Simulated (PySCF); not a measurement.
## Which determinant of SrCa⁺ lies lowest?

Unrestricted PBE0; PySCF, scalar-relativistic core potentials, basis sets Sr def2-SVPD with ECP28, Ca def2-SVPD. Outer shells of the fragments: Sr+ 5s1; Ca 4s2.

Followed along the bond (rough minima from three points):

```csv
2Ms+1,unpaired,⟨S²⟩ at the start,R at minimum (Å),Te (eV)
2,σ ↑,0.78,4.06,0.00
2,π ↑,0.77,3.42,0.67
2,δ ↑,0.76,3.71,1.55
4,"σ ↑↑, π ↑",3.75,3.84,1.59
4,"σ ↑, π ↑↑",3.75,none in the scan,≤ 1.72
```

Solutions found at the starting distance of 3.400 Å, counted from the lowest of them; the search is not exhaustive and high or unbound solutions are not listed, so other states can lie among these:

```tsv
2Ms+1	unpaired	term	E (eV)	⟨S²⟩	⟨Lz²⟩	μ (D)
2	σ ↑	²Σ⁺	0.00	0.78	0.00	1.84
2	π ↑	²Π	0.30	0.77	1.03	1.62
2	δ ↑	²Δ	1.26	0.76	4.00	2.33
4	σ ↑↑, π ↑	⁴Π	1.35	3.75	1.00	1.75
4	σ ↑, π ↑↑	⁴Σ⁻	1.44	3.75	0.00	2.03
4	σ ↑↑↑	⁴Σ⁺	1.78	3.75	0.00	2.33
2	σ ↑↑, π ↓	mixed	1.93	1.75	1.04	1.84
2	σ ↑, π ↑↓	mixed	2.06	1.75	2.03	1.99
2	σ ↑	mixed	2.52	0.77	2.00	2.08
4	σ ↑, π ↑, δ ↑	mixed	2.56	3.75	5.00	2.25
```

A term symbol is given only where ⟨S²⟩ and ⟨Lz²⟩ are close to those of a pure state; real π, δ and φ orbitals otherwise mix terms. A positive dipole points towards Ca; it is taken about the centre of mass and depends on that origin.

Question: Compare the gap between the two lowest followed solutions at the starting distance with the gap between their minima.

Answer: At PBE0 the second solution (doublet, unpaired electrons π ↑) lies +0.30 eV from the first (doublet, unpaired electrons σ ↑) at 3.400 Å and +0.67 eV at the minima; the two curves relax by different amounts, since their minima lie near 3.42 and 4.06 Å.

Spin–orbit coupling is left out.
